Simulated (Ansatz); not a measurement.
C$_{2}$H$_{7}$FGe, SMILES `FC[CH2][GeH3]`. Charge 0, multiplicity 1. All single points use the PBE0-D4/def2-TZVP geometry. It is one conformer, not always the lowest.

```xyz
11

F     1.038    0.303    1.707
C     1.345    0.356    0.354
C     0.376   -0.484   -0.436
Ge   -1.507   -0.018   -0.103
H     1.302    1.407    0.051
H     2.376    0.001    0.246
H     0.520   -1.545   -0.215
H     0.575   -0.346   -1.503
H    -1.972   -0.505    1.275
H    -1.673    1.509   -0.192
H    -2.380   -0.678   -1.186
```

Task: What is the dipole moment at B3LYP/def2-TZVPP? (An estimate is asked.)

Result: The calculation gave: 1.95 D, with components (0.80, -0.23, -1.77) D in this frame, pointing from negative to positive charge.

Task: And with PBE, r2SCAN, ωB97M-V? (Best estimate.)

Result: Computed: PBE 1.85 D, r2SCAN 1.92 D, ωB97M-V 1.93 D.

Task: Give the Mulliken charges with B3LYP, ωB97M-V, PBE in def2-TZVPP. (An estimate is asked.)

Result: Ansatz gave: 
| atom | B3LYP | ωB97M-V | PBE |
| --- | --- | --- | --- |
| F1 | -0.26 | -0.24 | -0.21 |
| C2 | 0.06 | 0.02 | 0.04 |
| C3 | -0.25 | -0.34 | -0.23 |
| Ge4 | 0.12 | 0.07 | 0.10 |
| H5 | 0.09 | 0.10 | 0.08 |
| H6 | 0.09 | 0.11 | 0.08 |
| H7 | 0.10 | 0.13 | 0.10 |
| H8 | 0.09 | 0.12 | 0.09 |
| H9 | 0.00 | 0.02 | 0.00 |
| H10 | -0.02 | 0.00 | -0.02 |
| H11 | -0.02 | 0.00 | -0.02 |

B3LYP here is the variant with VWN-RPA as its local correlation; programs differ in this.
